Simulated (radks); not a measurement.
Values are calculated unless marked as measured or tabulated.
Valence configurations of Au I (all share [Xe]). Code: a radial shooting solver on a logarithmic mesh with Libxc functionals. Model: scalar-relativistic Kohn-Sham, PBE, spin-polarised, spherical densities, point nucleus; open shells are filled with parallel spins first (spin-orbit coupling, left out, can overturn this in heavy ions). Energies are relative to 4f14 5d10 6s1; eigenvalues in eV for spin up.

| valence | E (eV) | moment (Bohr magnetons) | e(4f) | e(5d) | e(6p) | e(6s) |
|---|---|---|---|---|---|---|
| 4f14 5d10 6s1 | 0.000 | 1 | -81.097 | -6.989 | - | -6.082 |
| 4f14 5d9.5 6s1.5 | 0.761 | 1 | -82.619 | -8.096 | - | -6.437 |
| 4f14 5d9 6s2 | 1.717 | 1 | -84.206 | -9.247 | - | -6.800 |
| 4f14 5d9.5 6s1 6p0.5 | 3.110 | 2 | -83.649 | -9.197 | -1.793 | -7.452 |
| 4f14 5d10 6p1 | 5.284 | 1 | -83.217 | -8.992 | -2.031 | - |
| 4f14 5d9 6s1 6p1 | 6.739 | 3 | -86.115 | -11.263 | -2.460 | -8.653 |
| 4f13.5 5d10 6s1 6p0.5 | 41.832 | 2 | -89.587 | -9.595 | -1.764 | -7.414 |
| 4f13 5d10 6s2 | 81.995 | 1 | -96.215 | -10.065 | - | -6.684 |
| 4f13 5d10 6s1 6p1 | 87.288 | 3 | -98.229 | -12.193 | -2.425 | -8.633 |
| 4f12.5 5d10 6s1 6p1.5 | 136.46 | 4 | -107.06 | -14.836 | -3.056 | -9.793 |

NIST lists [Xe] 4f14 5d10 6s1 as the ground configuration; this level of theory agrees among the configurations tried. The energies are those of spherical high-spin densities, not of single terms.
